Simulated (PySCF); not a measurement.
ScF₃, optimised at B3LYP/6-31G*:

```xyz
4

Sc     0.4350    -0.1695    -0.2819
F     -0.0874     0.7831    -1.7466
F     -0.0942    -1.9037    -0.0869
F      1.4893     0.6099     0.9855
```

Computed with PySCF (xtb for GFN2) and rigid-rotor harmonic-oscillator thermochemistry at 1 bar. 6-31G* has spherical d functions here. All species are closed-shell singlets. B3LYP is the form with VWN-RPA correlation.

Q: List the harmonic frequencies (cm⁻¹, unscaled) at this level and at the other levels, each on its own geometry.

A: 
- B3LYP/6-31G*: 79, 170, 172, 662, 766, 766
- GFN2-xTB: 111, 140, 140, 485, 620, 620
- HF/6-31G*: 128, 176, 176, 681, 781, 781
- PBE/def2-SVP: 52, 171, 174, 640, 753, 753
- PBE0/def2-TZVP: 84, 167, 169, 630, 729, 729
